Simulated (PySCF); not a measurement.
`N[SiH](N)[C@@H]1C=CO1`, C3H8N2OSi

Geometry (Å), atoms numbered from 1 in this order:
```xyz
15

N    -1.7575   -1.2523    0.5352
Si   -1.0253    0.0030   -0.3927
N    -1.2416    1.4208    0.5580
C     0.7904   -0.5378   -0.6338
C     1.6732   -0.4603    0.5703
C     2.2339    0.6213    0.0230
O     1.5127    0.6194   -1.1495
H    -1.6429   -2.2074    0.2383
H    -2.7064   -1.1008    0.8352
H    -1.5614    0.3303   -1.7180
H    -0.8109    2.2704    0.2315
H    -1.1310    1.3435    1.5568
H     0.9366   -1.3964   -1.2863
H     1.7529   -1.0141    1.4799
H     2.9729    1.3683    0.2453
```

Computed with GIAO KT3/6-31++G** magnetisability, rotational g tensor and spin-rotation constants, non-relativistic, gas phase (PySCF). Geometry: GFN2-xTB.

(1) What are the magnetisability and the molar susceptibility?

(2) Split it along the inertial axes a, b, c into diamagnetic and paramagnetic parts about the centre of mass, with the quadrupole moment.

(3) And the rotational g tensor?

Results:

(1) Isotropic -1140 × 10⁻³⁰ J/T², or -68.7 × 10⁻⁶ cm³/mol; principal values -1172, -1146, -1103 × 10⁻³⁰ J/T², anisotropy 60 × 10⁻³⁰ J/T² (root of half the summed squared differences of the principal values). The susceptibility is in cgs units.

(2) 
| axis | χ (10⁻⁶ cm³/mol) | diamagnetic (10⁻⁶ cm³/mol) | paramagnetic (10⁻⁶ cm³/mol) | summed x² of all electrons (Å²) | quadrupole Θ (D Å) |
| --- | --- | --- | --- | --- | --- |
| a | -67.7 | -413.3 | 345.7 | 157.8 | +0.01 |
| b | -69.4 | -835.0 | 765.6 | 58.4 | +3.17 |
| c | -69.0 | -917.1 | 848.1 | 39.0 | -3.18 |

Anisotropies 2χaa − χbb − χcc = +3.0 and 2χbb − χaa − χcc = -2.1 × 10⁻⁶ cm³/mol. Θ is traceless in Buckingham's convention.

(3) 
```csv
axis,rotational constant (GHz),g,nuclear part,electronic part
a,3.9802,-0.0323,0.6141,-0.6464
b,1.6101,-0.0132,0.5660,-0.5792
c,1.4502,-0.0096,0.5683,-0.5779
```
Asymmetric top; isotopes 12C, 1H, 14N, 16O, 28Si; no vibrational averaging.
